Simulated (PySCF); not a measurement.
**Fractional electron number in F²⁺ (fluorine, charge +2)**

The 2p alpha orbital of [He] 2s2 2p3 is emptied in steps (occupation f), with all orbitals relaxed, ending at [He] 2s2 2p2. Calculation: PySCF 2.14, in def2-TZVP (5s3p2d1f, 31 functions); the non-relativistic Hamiltonian (point nucleus). The exact energy is a straight line in f; departures are measured from the line between the end points of the same method.

Task: Among UHF, LDA, PBE, PBE0, r2SCAN, LC-wPBE, BHandHLYP, wB97X, BLYP, TPSS, which shows the largest delocalisation error (convex curve), and which is closest to linear?

Result: Most convex: LDA (-2.805 eV at f = 0.4); closest to linear: UHF (0.371 eV).

```
  f  UHF (eV)  LDA (eV)  PBE (eV)  PBE0 (eV)  r2SCAN (eV)  LC-wPBE (eV)  BHandHLYP (eV)  wB97X (eV)  BLYP (eV)  TPSS (eV)
  1     0.000     0.000     0.000      0.000        0.000         0.000           0.000       0.000      0.000      0.000
0.8     0.256    -1.860    -1.808     -1.297       -1.645        -0.925          -0.786      -0.898     -1.807     -1.749
0.6     0.378    -2.799    -2.712     -1.942       -2.444        -1.384          -1.175      -1.339     -2.710     -2.621
0.4     0.371    -2.805    -2.707     -1.935       -2.418        -1.376          -1.171      -1.323     -2.704     -2.614
0.2     0.244    -1.872    -1.798     -1.283       -1.597        -0.908          -0.776      -0.864     -1.795     -1.733
  0     0.000     0.000     0.000      0.000        0.000         0.000           0.000       0.000      0.000      0.000
```

```
   method  E(f=0) − E(f=1) (eV)  −ε at f=1 (eV)  −ε at f=0.4 (eV)
      UHF                62.258          63.887            61.918
      LDA                63.185          51.607            65.499
      PBE                62.855          51.571            65.149
     PBE0                62.934          54.827            64.589
   r2SCAN                63.176          52.822            65.320
  LC-wPBE                63.041          57.268            64.241
BHandHLYP                62.819          57.903            63.823
    wB97X                62.711          57.086            63.915
     BLYP                62.693          51.412            64.989
     TPSS                62.845          51.920            65.074
```

Reference removal energy between the ground levels: 62.708 eV (semi-empirical (NIST evaluation); NIST Atomic Spectra Database, ionization energies). The calculation has no spin-orbit coupling. UHF lacks correlation.
